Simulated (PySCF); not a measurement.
Exercise with solution: entropy of an ideal gas

Ge(F)(OH)2(NH2) (FGeH4NO2), SMILES [OH][Ge]([F])([NH2])[OH].

Coordinates come from a PBE0-D3(BJ)/def2-SVP optimisation. The structure was generated by enumeration, and PubChem lists no compound with its InChIKey, so it may never have been made. Other conformers were not sampled.

PBE0-D3(BJ)/def2-SVP in PySCF 2.14.0 gives the harmonic wavenumbers 119, 149, 181, 232, 259, 262, 297, 309, 518, 703, 740, 766, 776, 883, 902, 917, 1539, 3589, 3693, 3895, 3906 cm⁻¹ and the rotational temperatures 0.1741, 0.1611, 0.1561 K. The molar mass is 141.67 g/mol, the symmetry number 1, the spin multiplicity 1.

### Question
Work out the entropy at 298.15 K and 1 atm in the rigid-rotor, harmonic-oscillator model.

### Answer

Translation (Sackur–Tetrode at 1 atm): S = R[1.5 ln M + 2.5 ln T − 1.16487] = 170.5 J/(mol K).
Rotation: q = (√π/σ) T^1.5/√(θA θB θC) = 138000, S = R[ln q + 3/2] = 110.9 J/(mol K).
Vibration: with u = 1.4388 ν/T, each mode gives R[u/(e^u − 1) − ln(1 − e^−u)]:
```
ν (cm⁻¹)  modes     u  S (J/(mol K))
--------  -----  ----  -------------
119           1  0.57          13.04
149           1  0.72          11.23
181           1  0.87           9.70
232           1  1.12           7.80
259           1  1.25           6.98
262           1  1.26           6.90
297           1  1.43           6.00
309           1  1.49           5.72
518           1  2.50           2.57
703           1  3.39           1.27
740           1  3.57           1.10
766           1  3.70           0.99
776           1  3.74           0.95
883           1  4.26           0.63
902           1  4.35           0.58
917           1  4.43           0.55
1539          1  7.43           0.04
```
The stiffer modes add less than 0.005 each. Sum 76.0 J/(mol K).
Spin: R ln 1 = 0.0 J/(mol K).
Total 357.4 J/(mol K); the program's own thermochemistry gives 357.4. Translation makes up 48 % and vibration 21 %. Anharmonicity, hindered rotation and orbital degeneracy are left out.
